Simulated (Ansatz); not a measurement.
Ansatz (a first-principles code) input for CH₈AlNO₂Si, SMILES C[N]([SiH3])[Al]([OH])[OH], PBE0-D3(BJ)/def2-SVP. 

Ansatz 0.2 input:
```yaml
crystal:
  periodic: [false, false, false]
  atoms:
    - {symbol: Si, position_ang: [-1.78075517, -0.69889618, 0.92887745]}
    - {symbol: N, position_ang: [-0.72460375, 0.14870271, -0.15073902]}
    - {symbol: C, position_ang: [-1.38216612, 0.98694910, -1.14343119]}
    - {symbol: Al, position_ang: [1.09456549, 0.07496840, -0.13863493]}
    - {symbol: O, position_ang: [1.93779103, -0.83659763, 0.94881901]}
    - {symbol: O, position_ang: [1.86558853, 0.97399106, -1.28062650]}
    - {symbol: H, position_ang: [-2.60847871, 0.27293664, 1.66324289]}
    - {symbol: H, position_ang: [-0.95354656, -1.48390258, 1.84382915]}
    - {symbol: H, position_ang: [-2.67844921, -1.56693526, 0.14821962]}
    - {symbol: H, position_ang: [-0.64210594, 1.47324103, -1.77553870]}
    - {symbol: H, position_ang: [-2.04311658, 0.39180487, -1.78062301]}
    - {symbol: H, position_ang: [-1.98698349, 1.76103101, -0.66165363]}
    - {symbol: H, position_ang: [1.94899665, -1.43095204, 1.68347018]}
    - {symbol: H, position_ang: [2.60309124, 1.33097236, -1.75275645]}
basis:
  gaussian:
    orbitals: def2-SVP
hamiltonian:
  xc: pbe0
  dispersion: d3bj
relax: {f_tol: 0.002, max_steps: 200}
```

Program output:

```
WARN ansatz: RAYON_NUM_THREADS=1 ignored (pool sized by the plan → 1); use --threads N
Functional definition: PBE0
integrals: 0.10 GiB planned
1379 factors; integrals over basis functions are off by at most 4.4e-4 eV
mean field: 0.68 GiB planned
mean field evaluation 1: about -21192.4067 eV, gradient 8.6e1 eV
mean field evaluation 2: about -21174.4997 eV, gradient 1.3e2 eV
mean field evaluation 4: about -21206.1596 eV, gradient 6.5e0 eV
mean field evaluation 8: about -21206.2641 eV, gradient 5.2e-2 eV
mean field evaluation 16: about -21206.2641 eV, gradient 7.9e-6 eV
mean field -21206.26412690 eV, -779.3158325416 hartree, gradient 7.9e-6 eV, S^2 0.000000; 0 other end points of the search recorded, 0 dependent functions left out
the calculation of the forces begins
reference -21206.26416068 eV, -779.3158337829 hartree; 32, 32 occupied and 100, 100 virtual orbitals, 1379 factors
relax step   1: F+E_penalty+E_count = -21206.54596278 eV  Δ(F+E_penalty+E_count) = +0.000e0 eV  max|allowed force component| = 1.442e0 eV/Å  Δτ_max = 0.0000 Å  (26 SCF iters, accepted)
these checks for a lower state are left out or cut short: starts, cluster_reference, orbital_swaps, neighbouring_geometries, increment
integrals: 0.10 GiB planned
1379 factors; integrals over basis functions are off by at most 4.3e-4 eV
mean field: 0.68 GiB planned
mean field -21206.34358531 eV, -779.3187525843 hartree, gradient 1.1e-5 eV, S^2 0.000000; 0 other end points of the search recorded, 0 dependent functions left out
the calculation of the forces begins
reference -21206.34361926 eV, -779.3187538319 hartree; 32, 32 occupied and 100, 100 virtual orbitals, 1379 factors
relax step   2: F+E_penalty+E_count = -21206.62430273 eV  Δ(F+E_penalty+E_count) = -7.834e-2 eV  max|allowed force component| = 6.951e-1 eV/Å  Δτ_max = 0.0570 Å  (29 SCF iters, accepted)
these checks for a lower state are left out or cut short: starts, cluster_reference, orbital_swaps, neighbouring_geometries, increment
integrals: 0.10 GiB planned
1379 factors; integrals over basis functions are off by at most 4.2e-4 eV
mean field: 0.68 GiB planned
mean field -21206.36218526 eV, -779.3194361199 hartree, gradient 1.0e-5 eV, S^2 0.000000; 0 other end points of the search recorded, 0 dependent functions left out
the calculation of the forces begins
reference -21206.36221921 eV, -779.3194373673 hartree; 32, 32 occupied and 100, 100 virtual orbitals, 1379 factors
relax step   3: F+E_penalty+E_count = -21206.64318562 eV  Δ(F+E_penalty+E_count) = -1.888e-2 eV  max|allowed force component| = 2.994e-1 eV/Å  Δτ_max = 0.0382 Å  (29 SCF iters, accepted)
these checks for a lower state are left out or cut short: starts, cluster_reference, orbital_swaps, neighbouring_geometries, increment
integrals: 0.10 GiB planned
1379 factors; integrals over basis functions are off by at most 4.1e-4 eV
mean field: 0.67 GiB planned
mean field evaluation 32: about -21206.4082 eV, gradient 4.6e-1 eV
mean field -21206.43265509 eV, -779.3220258383 hartree, gradient 2.0e-5 eV, S^2 0.000000; 0 other end points of the search recorded, 0 dependent functions left out
the calculation of the forces begins
reference -21206.43268858 eV, -779.3220270689 hartree; 32, 32 occupied and 100, 100 virtual orbitals, 1379 factors
relax step   4: F+E_penalty+E_count = -21206.71475697 eV  Δ(F+E_penalty+E_count) = -7.157e-2 eV  max|allowed force component| = 7.802e-1 eV/Å  Δτ_max = 0.2000 Å  (29 SCF iters, accepted)
these checks for a lower state are left out or cut short: starts, cluster_reference, orbital_swaps, neighbouring_geometries, increment
integrals: 0.10 GiB planned
1379 factors; integrals over basis functions are off by at most 4.2e-4 eV
mean field: 0.67 GiB planned
mean field -21206.45255828 eV, -779.3227572668 hartree, gradient 9.2e-6 eV, S^2 0.000000; 0 other end points of the search recorded, 0 dependent functions left out
the calculation of the forces begins
reference -21206.45259172 eV, -779.3227584958 hartree; 32, 32 occupied and 100, 100 virtual orbitals, 1379 factors
relax step   5: F+E_penalty+E_count = -21206.73474655 eV  Δ(F+E_penalty+E_count) = -1.999e-2 eV  max|allowed force component| = 8.266e-1 eV/Å  Δτ_max = 0.0381 Å  (30 SCF iters, accepted)
these checks for a lower state are left out or cut short: starts, cluster_reference, orbital_swaps, neighbouring_geometries, increment
integrals: 0.10 GiB planned
1379 factors; integrals over basis functions are off by at most 4.2e-4 eV
mean field: 0.68 GiB planned
mean field -21206.47429917 eV, -779.3235562298 hartree, gradient 7.7e-6 eV, S^2 0.000000; 0 other end points of the search recorded, 0 dependent functions left out
the calculation of the forces begins
reference -21206.47433236 eV, -779.3235574498 hartree; 32, 32 occupied and 100, 100 virtual orbitals, 1379 factors
relax step   6: F+E_penalty+E_count = -21206.75801226 eV  Δ(F+E_penalty+E_count) = -2.327e-2 eV  max|allowed force component| = 3.556e-1 eV/Å  Δτ_max = 0.1470 Å  (30 SCF iters, accepted)
these checks for a lower state are left out or cut short: starts, cluster_reference, orbital_swaps, neighbouring_geometries, increment
integrals: 0.10 GiB planned
1379 factors; integrals over basis functions are off by at most 4.2e-4 eV
mean field: 0.67 GiB planned
mean field -21206.48156807 eV, -779.3238233572 hartree, gradient 8.4e-6 eV, S^2 0.000000; 0 other end points of the search recorded, 0 dependent functions left out
the calculation of the forces begins
reference -21206.48160132 eV, -779.3238245790 hartree; 32, 32 occupied and 100, 100 virtual orbitals, 1379 factors
relax step   7: F+E_penalty+E_count = -21206.76477456 eV  Δ(F+E_penalty+E_count) = -6.762e-3 eV  max|allowed force component| = 3.306e-2 eV/Å  Δτ_max = 0.0414 Å  (29 SCF iters, accepted)
these checks for a lower state are left out or cut short: starts, cluster_reference, orbital_swaps, neighbouring_geometries, increment
integrals: 0.10 GiB planned
1379 factors; integrals over basis functions are off by at most 4.2e-4 eV
mean field: 0.68 GiB planned
mean field evaluation 64: about -21206.4821 eV, gradient 8.5e-6 eV
mean field -21206.48213185 eV, -779.3238440755 hartree, gradient 8.5e-6 eV, S^2 0.000000; 0 other end points of the search recorded, 0 dependent functions left out
the calculation of the forces begins
reference -21206.48216510 eV, -779.3238452977 hartree; 32, 32 occupied and 100, 100 virtual orbitals, 1379 factors
relax step   8: F+E_penalty+E_count = -21206.76515398 eV  Δ(F+E_penalty+E_count) = -3.794e-4 eV  max|allowed force component| = 1.432e-2 eV/Å  Δτ_max = 0.0138 Å  (30 SCF iters, accepted)
these checks for a lower state are left out or cut short: starts, cluster_reference, orbital_swaps, neighbouring_geometries, increment
integrals: 0.10 GiB planned
1379 factors; integrals over basis functions are off by at most 4.2e-4 eV
mean field: 0.68 GiB planned
mean field -21206.48231918 eV, -779.3238509599 hartree, gradient 1.3e-5 eV, S^2 0.000000; 0 other end points of the search recorded, 0 dependent functions left out
the calculation of the forces begins
reference -21206.48235244 eV, -779.3238521820 hartree; 32, 32 occupied and 100, 100 virtual orbitals, 1379 factors
relax step   9: F+E_penalty+E_count = -21206.76527466 eV  Δ(F+E_penalty+E_count) = -1.207e-4 eV  max|allowed force component| = 5.304e-3 eV/Å  Δτ_max = 0.0094 Å  (23 SCF iters, accepted)
these checks for a lower state are left out or cut short: starts, cluster_reference, orbital_swaps, neighbouring_geometries, increment
integrals: 0.10 GiB planned
1379 factors; integrals over basis functions are off by at most 4.2e-4 eV
mean field: 0.67 GiB planned
mean field -21206.48236968 eV, -779.3238528156 hartree, gradient 1.1e-5 eV, S^2 0.000000; 0 other end points of the search recorded, 0 dependent functions left out
the calculation of the forces begins
reference -21206.48240293 eV, -779.3238540376 hartree; 32, 32 occupied and 100, 100 virtual orbitals, 1379 factors
relax step  10: F+E_penalty+E_count = -21206.76530388 eV  Δ(F+E_penalty+E_count) = -2.922e-5 eV  max|allowed force component| = 4.603e-3 eV/Å  Δτ_max = 0.0062 Å  (22 SCF iters, accepted)
these checks for a lower state are left out or cut short: starts, cluster_reference, orbital_swaps, neighbouring_geometries, increment
integrals: 0.10 GiB planned
1379 factors; integrals over basis functions are off by at most 4.2e-4 eV
mean field: 0.67 GiB planned
mean field -21206.48237230 eV, -779.3238529121 hartree, gradient 3.2e-5 eV, S^2 0.000000; 0 other end points of the search recorded, 0 dependent functions left out
the calculation of the forces begins
reference -21206.48240555 eV, -779.3238541340 hartree; 32, 32 occupied and 100, 100 virtual orbitals, 1379 factors
relax step  11: F+E_penalty+E_count = -21206.76530979 eV  Δ(F+E_penalty+E_count) = -5.910e-6 eV  max|allowed force component| = 2.493e-3 eV/Å  Δτ_max = 0.0023 Å  (21 SCF iters, accepted)
these checks for a lower state are left out or cut short: starts, cluster_reference, orbital_swaps, neighbouring_geometries, increment
integrals: 0.10 GiB planned
1379 factors; integrals over basis functions are off by at most 4.2e-4 eV
mean field: 0.68 GiB planned
mean field -21206.48236638 eV, -779.3238526944 hartree, gradient 1.5e-5 eV, S^2 0.000000; 0 other end points of the search recorded, 0 dependent functions left out
the calculation of the forces begins
reference -21206.48239963 eV, -779.3238539162 hartree; 32, 32 occupied and 100, 100 virtual orbitals, 1379 factors
relax step  12: F+E_penalty+E_count = -21206.76531014 eV  Δ(F+E_penalty+E_count) = -3.506e-7 eV  max|allowed force component| = 3.337e-4 eV/Å  Δτ_max = 0.0003 Å  (18 SCF iters, accepted)
integrals: 0.10 GiB planned
1379 factors; integrals over basis functions are off by at most 4.2e-4 eV
mean field: 0.68 GiB planned
mean field evaluation 96: about -21206.4824 eV, gradient 2.2e-2 eV
mean field -21206.48236638 eV, -779.3238526944 hartree, gradient 1.5e-5 eV, S^2 0.000000; 1 other end points of the search recorded, 0 dependent functions left out
the calculation of the forces begins
reference -21206.48239963 eV, -779.3238539162 hartree; 32, 32 occupied and 100, 100 virtual orbitals, 1379 factors
Total energy: -21206.76534339 eV, -779.3342519078 hartree
Atom 0 at    -1.718755    -0.700926     0.933533 Å, force    -0.000334     0.000240    -0.000253 eV/Å
Atom 1 at    -0.721863     0.176548    -0.183760 Å, force     0.000159    -0.000148     0.000193 eV/Å
Atom 2 at    -1.411311     1.007341    -1.169676 Å, force    -0.000116     0.000113    -0.000134 eV/Å
Atom 3 at     1.064706     0.115313    -0.187540 Å, force    -0.000192     0.000061    -0.000035 eV/Å
Atom 4 at     1.995868    -0.802191     0.894349 Å, force    -0.000189    -0.000159     0.000160 eV/Å
Atom 5 at     1.830257     1.057629    -1.374492 Å, force    -0.000015     0.000036    -0.000039 eV/Å
Atom 6 at    -2.573874     0.205031     1.767733 Å, force     0.000034    -0.000066    -0.000020 eV/Å
Atom 7 at    -0.809203    -1.473331     1.837931 Å, force     0.000234     0.000105    -0.000121 eV/Å
Atom 8 at    -2.641342    -1.659877     0.242796 Å, force     0.000054    -0.000002     0.000080 eV/Å
Atom 9 at    -0.689820     1.517461    -1.825752 Å, force    -0.000123    -0.000113     0.000157 eV/Å
Atom 10 at    -2.079774     0.411344    -1.818220 Å, force     0.000141     0.000053     0.000139 eV/Å
Atom 11 at    -2.029896     1.789449    -0.691840 Å, force     0.000145    -0.000180    -0.000030 eV/Å
Atom 12 at     1.655252    -1.361086     1.593415 Å, force     0.000112     0.000029    -0.000060 eV/Å
Atom 13 at     2.779583     1.114609    -1.486023 Å, force     0.000090     0.000032    -0.000036 eV/Å
Dipole moment:     0.049551    -0.036019     0.041978 e Å
```

The run converged.
